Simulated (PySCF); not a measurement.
Basis and Hamiltonian dependence of the ionisation energy of Co

Co [Ar] 3d7 4s2 (4F) → Co⁺ [Ar] 3d8 (3F). All values are computed (PySCF 2.14, energy differences of UHF-based or UKS calculations, no spin-orbit coupling). Values in eV.

```
                                                              basis       Hamiltonian  functions    UHF  r2SCAN   PBE0  MP2 (valence)  CCSD(T) (valence)  CCSD(T) (valence and next inner shell)
                                                           def2-SVP  non-relativistic         31  8.178   7.634    n/a          7.216                n/a                                     n/a
                                                      jorge-DZP-DKH     spin-free X2C         43  8.161   7.842  7.955          7.568                n/a                                     n/a
                                                          def2-TZVP  non-relativistic         45  7.834     n/a  7.386          6.905                n/a                                     n/a
                                                        aug-cc-pVDZ  non-relativistic         59  7.830   7.470  7.474          7.052              7.699                                     n/a
                                                       ANO-RCC-VTZP     spin-free X2C         59  8.118   7.988  7.961          7.102              7.825                                   7.869
                                                            cc-pVTZ  non-relativistic         68  7.850   7.390  7.379          6.894                n/a                                     n/a
                                                         cc-pVTZ-DK     spin-free X2C         68  8.295     n/a  7.870          7.371                n/a                                     n/a
                                                        aug-cc-pVTZ  non-relativistic         93  7.849   7.396  7.381          6.948              7.592                                     n/a
                                                        def2-QZVPPD  non-relativistic        100  7.850   7.386  7.371          6.942              7.577                                     n/a
                                                         dyall-av2z  non-relativistic        101  7.856   7.397  7.387          7.009              7.644                                     n/a
                                                       x2c-QZVPPall     spin-free X2C        103  8.297   7.880  7.860          7.418              8.057                                     n/a
aug-cc-pVTZ with one added diffuse shell each of s, p, d, f, g type  non-relativistic        118  7.849   7.397  7.382          6.971                n/a                                     n/a
                                                      aug-cc-pwCVQZ  non-relativistic        185  7.851   7.385  7.372          6.888                n/a                                     n/a
                                                        aug-cc-pV5Z  non-relativistic        202  7.851   7.375  7.374          6.891                n/a                                     n/a
```

Frozen in the all-electron rows: valence: [Ar]; valence and next inner shell: [Ne].

At UHF, def2-SVP lies more than 0.3 eV from the median of the rows with comparable relativity.

Non-relativistic rows lack the scalar-relativistic shift.

Reference for a calculation without spin-orbit coupling: 7.869 eV (measured, between term centres; NIST).
